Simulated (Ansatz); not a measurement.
Two isomers of CH7BOSi: A = `OBC[SiH3]`, B = `BCO[SiH3]`.

Calculated with Ansatz (gas phase, PBE0-D4/def2-TZVP geometries, no zero-point term in ΔE). CCSD(T)/CBS adds triple-zeta CCSD(T) − MP2 to the extrapolated MP2 energy (def2 sets, frozen cores). DFT in def2-TZVPP. B3LYP here is the variant with VWN-RPA as its local correlation; programs differ in this. Each species was taken in one conformer, which may not be the lowest.

Q: Which is lower in electronic energy at CCSD(T)/CBS, and by how much? (Best estimate.)

A: Ansatz gave: A, by 173.6 kJ/mol.

Q: Give E(B) − E(A) in kJ/mol with B3LYP-D4, LDA (SPW92), B3LYP, CCSD/def2-TZVPP, HF/def2-TZVPP, r2SCAN-D4, MP2/def2-TZVPP. (Estimate.)

A: Computed: B3LYP-D4 166.4, LDA (SPW92) 187.7, B3LYP 165.2, CCSD/def2-TZVPP 170.2, HF/def2-TZVPP 147.0, r2SCAN-D4 176.9, MP2/def2-TZVPP 179.0. None reverses the order clearly.

Q: Does the order hold for the free energy at 298.15 K (harmonic terms from PBE0-D4)? (Best estimate.)

A: The calculation gave: Yes: G(B) − G(A) = +164.3 kJ/mol, for one conformer each. Modes under 60 cm⁻¹, often nearly free rotors, make the harmonic entropy too high.

Largest T1 diagnostic: 0.012.

In def2-TZVPP, CCSD(T) changes the Hartree–Fock value by +26.9 kJ/mol (the triples alone add +3.7 kJ/mol) and MP2 by +32.0 kJ/mol. From BLYP to BHLYP (50 % exact exchange), in def2-TZVPP and without D4, E(B) − E(A) moves by −3.6 kJ/mol.
